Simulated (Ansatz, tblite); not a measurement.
Removing and adding an electron: Cu(NH3)H (CuNH4). The state is a singlet with charge 0. Geometry: r2SCAN-D4/def2-TZVP. Ansatz, gas phase; energy differences of separate SCF runs; the oxidised species was run as a doublet alone; the reduced species was run as a doublet alone.

Cartesian coordinates in Å:
```
Cu -0.917 0.190 0.827
N 0.525 -0.109 -0.474
H 1.056 -0.949 -0.254
H 1.179 0.670 -0.489
H 0.158 -0.218 -1.416
H -2.001 0.415 1.806
```

The xTB rows come from tblite. Correlated methods freeze 10 core orbitals. In CCSD on the charge 1 doublet the largest single amplitude is 0.30, so its Hartree–Fock determinant may place the open shell otherwise than the density functionals do.

```
               level  −HOMO (eV)  vertical IE (eV)  −LUMO (eV)  vertical EA (eV)  HOMO–LUMO gap (eV)  IE − EA (eV)                        remarks
            GFN1-xTB       10.37             13.55        5.04              1.49                5.33         12.06                              –
            GFN2-xTB        7.74             12.98        1.00             -1.41                6.74         14.38                              –
       HF/def2-TZVPD           –                 –           –             -0.94                   –             –   HOMO above zero (-1 doublet)
    PBE-D4/def2-TZVP        4.59              8.24        1.12                 –                3.47             –                              –
   PBE-D4/def2-TZVPD        4.62                 –        1.45             -0.33                3.17             –   HOMO above zero (-1 doublet)
 r2SCAN-D4/def2-TZVP        4.60              8.08        0.46                 –                4.14             –                              –
r2SCAN-D4/def2-TZVPD        4.63                 –        0.82             -0.40                3.81             –   HOMO above zero (-1 doublet)
   PBE0-D4/def2-TZVP        5.66              8.02        0.33                 –                5.33             –                              –
  PBE0-D4/def2-TZVPD        5.69                 –        0.76             -0.42                4.93             –   HOMO above zero (-1 doublet)
      MP2/def2-TZVPD           –                 –           –             -0.60                   –             –   HOMO above zero (-1 doublet)
     CCSD/def2-TZVPD           –                 –           –             -0.60                   –             –   HOMO above zero (-1 doublet)
     CCSD/def2-TZVPP           –              7.76           –                 –                   –             –  large T1 (0.087) (+1 doublet)
  CCSD(T)/def2-TZVPD           –                 –           –             -0.54                   –             –   HOMO above zero (-1 doublet)
  CCSD(T)/def2-TZVPP           –              8.10           –                 –                   –             –  large T1 (0.087) (+1 doublet)
```

Run but left out: HF/def2-TZVPP, MP2/def2-TZVPP (charge +1 doublet: a determinant that CCSD turns far, T1 0.087).   A HOMO above zero means that the electron is unbound at that level or that self-interaction error raises the level; the energy of removing that electron tells which. Raw xTB energy differences between charge states are shifted by several eV; the methods need an empirical correction for them. A negative affinity means that the extra electron isn't bound; its size then hangs on the basis.
